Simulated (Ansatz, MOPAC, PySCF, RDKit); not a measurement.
Noncovalent pair: NH3 (SMILES N) (first 4 atoms) with H2 (SMILES [H][H]); geometry from B3LYP-D3(BJ)/def2-TZVP, rigid monomers moved along the line of their centres of mass till N1···H5 is 2.36 Å.
(charge 0, multiplicity 1):
```xyz
6

N     -0.16830    -0.11108     0.05895
H     -0.71802     0.65433    -0.31429
H      0.74831    -0.06501    -0.37132
H     -0.60370    -0.97438    -0.24516
H     -0.02502    -0.00191     2.40835
H      0.02029     0.03262     3.15420
```

Monomers are frozen at their geometry in the pair; levels with a basis set take the counterpoise correction. Rows marked so take none. RDKit's UFF carries no charges.

Frozen-core correlation. Rows in 6-311+G**, 6-31G* carry no dispersion term and start afresh at each structure (6-31G* with six Cartesian d functions). The state that PM6 reach isn't checked.

The values were computed with Ansatz (Gaussian orbitals); MOPAC for PM6 (differences of heats of formation); PySCF for 6-311+G** rows, 6-31G* rows, the dispersion terms; RDKit for the force fields. Values without a source in brackets are computed.

| level | interaction energy (kcal/mol) |
|---|---|
| UFF | 1.61 |
| PM6 | 0.40 |
| HF/6-31G* (no counterpoise) | 0.08 |
| HF/aug-cc-pVTZ | 1.00 |
| PBE-D4/def2-TZVPPD | -0.69 |
| r2SCAN/def2-TZVPPD | 0.10 |
| B3LYP/6-311+G** (no counterpoise) | -0.37 |
| B3LYP-D4/def2-TZVPPD | -0.24 |
| CCSD(T)/aug-cc-pVTZ | (withheld) |

What belongs in the gaps?


- CCSD(T)/aug-cc-pVTZ, interaction energy (kcal/mol): -0.01

Ansatz is a quantum-chemistry and plane-wave program.
